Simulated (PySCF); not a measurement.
## Vertical excitation energies

C₃H₉FSi₂.
SMILES with atom numbers: `[F:1][C@@H:2]1[CH2:3][SiH2:4][CH2:5][SiH2:6]1` (hydrogens: H7 on C2; H8, H9 on C3; H10, H11 on Si4; H12, H13 on C5; H14, H15 on Si6)

Level of theory: TDDFT wB97X-D/def2-SVPD, vertical, gas phase, core orbitals frozen in the response in PySCF. The structure is a single GFN2-xTB conformer in the gas phase; no vibrational or solvent corrections.

| state | λ (nm) | E (eV) | f | main configurations (H = HOMO, L = LUMO) |
| --- | --- | --- | --- | --- |
| S1 | 166.4 | 7.45 | 0.0070 | H→L+2 (46%), H→L (39%) |
| S2 | 161.9 | 7.66 | 0.0023 | H→L (44%), H→L+2 (19%), H→L+1 (19%) |
| S3 | 158.9 | 7.80 | 0.0060 | H→L+1 (55%), H→L+2 (15%), H→L+4 (10%) |
| S4 | 154.4 | 8.03 | 0.168 | H-1→L+1 (39%), H-1→L (37%) |
| S5 | 150.7 | 8.23 | 0.0045 | H-1→L+1 (28%), H-1→L+2 (17%), H-1→L (17%) |
| S6 | 150.0 | 8.27 | 0.026 | H-2→L+1 (24%), H-2→L+2 (22%), H-1→L (15%) |
| S7 | 149.7 | 8.28 | 0.014 | H-1→L+2 (27%), H-1→L+1 (18%), H-2→L (14%) |
| S8 | 148.5 | 8.35 | 0.016 | H-2→L (53%), H-1→L+2 (22%) |

Triplets, Tamm–Dancoff:

```csv
state,E (eV),λ (nm),"main configurations (H = HOMO, L = LUMO)"
T1,7.00,177.2,"H→L+2 (58%), H→L (12%)"
T2,7.22,171.6,"H→L (50%), H→L+1 (24%), H→L+5 (8%)"
T3,7.52,164.8,"H-1→L+1 (44%), H-1→L (39%)"
```

The lowest singlet lies at 7.45 eV (166 nm, vacuum ultraviolet) and is weak; its leading configuration is HOMO→LUMO+2 (46%). The most intense listed level is S4 at 8.03 eV (154 nm, f = 0.168), 0.58 eV above S1. Löwdin shares by element: HOMO carbon 40% or more, silicon 17% or more, fluorine 16% (atoms not listed hold the other 27%); LUMO silicon 40%, carbon 8% or more, hydrogen 7% or more (atoms not listed hold the other 45%). Weighted by f, the mean energy of these states is 8.07 eV. The oscillator strengths of these states sum to 0.244; summed over the whole spectrum of an exact calculation they would give the number of electrons, 64 (Thomas–Reiche–Kuhn). Of the 8 states listed, 4 reach f = 0.01 and none stays under 0.0005. Singlets were solved by full linear response, triplets in the Tamm–Dancoff approximation.
